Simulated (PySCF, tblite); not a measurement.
Isomers of C2H7F2NSi, one GFN2-xTB conformer each. Single-point energies are computed at PBE0/pcSseg-1 (PySCF, gas phase, no added dispersion term), electronic only.

Question: Rank them by PBE0/pcSseg-1 energy, lowest first (kJ/mol).
A. `[CH3:1][CH2:2][Si:3]([NH2:4])([F:5])[F:6]` with C1–C2–Si3–N4 53°, C2–Si3–N4–H -165° and 49°
B. `[NH2:1][SiH2:2][CH2:3][CH:4]([F:5])[F:6]` with H–N1–Si2–C3 175° and -43°, N1–Si2–C3–C4 178°, Si2–C3–C4–F5 59°

Answer: A (0.0), B (386.6).

As drawn, the lower has an Si–F bond, which the higher lacks; the higher has two fluorines on one carbon, which the lower lacks. GFN2-xTB itself gives, in the same order: 0.0, 297.5. Both levels put the same isomer lowest.

Question: Which frontier levels, dipoles and rotational constants go with these structures?

Answer: 
```json
{"SMILES": "CC[Si](N)(F)F", "HOMO (eV, PBE0/pcSseg-1)": "-8.17", "LUMO (eV)": "0.86", "dipole (D)": "2.83", "A, B, C (MHz)": "3650, 2028, 1933"}
{"SMILES": "N[SiH2]CC(F)F", "HOMO (eV, PBE0/pcSseg-1)": "-7.56", "LUMO (eV)": "0.63", "dipole (D)": "3.42", "A, B, C (MHz)": "6876, 1312, 1167"}
```

Question: What happens when harmonic zero-point energies from GFN2-xTB frequencies are added?

Answer: 
```
       SMILES  ZPE (kJ/mol)  electronic (kJ/mol)  with ZPE (kJ/mol)
CC[Si](N)(F)F         252.4                  0.0                0.0
N[SiH2]CC(F)F         237.9                386.6              372.1
```

The zero-point energies span 14.5 kJ/mol. The order is unchanged.
